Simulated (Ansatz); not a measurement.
A made-up structure of CH$_{3}$Se (charge -1), closed shell:

```csv
atom,x (Å),y (Å),z (Å)
C1,-0.1093,-0.0978,0.0704
Se2,1.2170,1.0884,-0.7837
H3,0.1707,-1.1470,-0.0580
H4,1.7452,2.0214,0.2796
H5,-1.0993,0.0480,-0.3707
```

It is relaxed with PBE-D4/def2-SVPD and then PBE0-D4/def2-TZVPD (Ansatz 0.2.0). Atoms count as bonded within 1.22 times the sum of their covalent radii (H–H: 0.88 Å). The end point is not checked to be a true minimum.

Does its bonding change? (A judgement: the text doesn't fix the answer.)

The calculation gives: No: no bond forms or breaks.

Where it ends: The first stage lowers the energy by 0.09 eV in 7 steps. It ends as CH₃Se ([CH2][SeH]), total charge -1:
```xyz
5
angstrom
C -0.0997 -0.0612 0.1222
Se 1.1738 1.0574 -0.8200
H 0.2319 -1.0929 -0.0598
H 1.6749 1.9190 0.2914
H -1.0566 0.0907 -0.3963
```

Labels in which every atom is bracketed show which atoms are joined, not bond orders.

For scale, one of the runs: PBE0-D4/def2-TZVPD relaxation, 121 basis functions, launched by `ansatz run in.yaml --threads 2 --pin off --events-out ev --progress --plain --max-ram 4352MiB`. The run took about 12 s on 2 CPU threads of an Arm Neoverse V2 (shared host).
